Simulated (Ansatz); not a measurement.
Coupled-cluster diagnostics for Si₃Ni, Ansatz.

Geometry of the singlet (r2SCAN-D4/def2-SVP):

```
atom   x (Å)   y (Å)   z (Å)
 Ni1   0.911   1.612  -0.026
 Si2   0.194  -0.033   1.032
 Si3  -0.172   0.155  -1.260
 Si4  -0.932  -1.735   0.254
```

Correlated methods freeze 20 core orbitals; core or outer-core shells of Ni are correlated, in sets that lack core-valence functions. No other spin state of charge 0 was run. The geometry of the singlet was relaxed on an unsound state (restricted singlet, unstable towards broken spin symmetry at other levels and untested here). Another isomer (singlet) lies 0.36 eV lower at PBE0-D4/def2-TZVP; other spin states weren't run for this one.

(1) Estimate the CCSD(T) correlation energy, the shares of MP2 and (T), T1 and the reference's ⟨S²⟩ for: charge 0, singlet, own geometry in def2-TZVPP; and the rough time on 4 threads of Intel Xeon Platinum 8488C on a shared host.

## Answers

(1) 
| state | basis | correlation (eV) | MP2 share (%) | (T) share (%) | T1 | ⟨S²⟩ (pure) | wall time | remarks |
| --- | --- | --- | --- | --- | --- | --- | --- | --- |
| charge 0, singlet, own geometry | def2-TZVPP | -33.226 | 98.6 | 6.2 | 0.091 | 0.00 (0.00) | 72 s | large T1 (0.091), restricted SCF unstable |
Customary marks for T1 are 0.02 (closed shells), 0.045 (open shells) and about 0.05 (3d metals). T1 exceeds 0.02 in 1 of 1 rows and 0.045 in 1; the higher it lies, the less the single-reference result can be trusted.
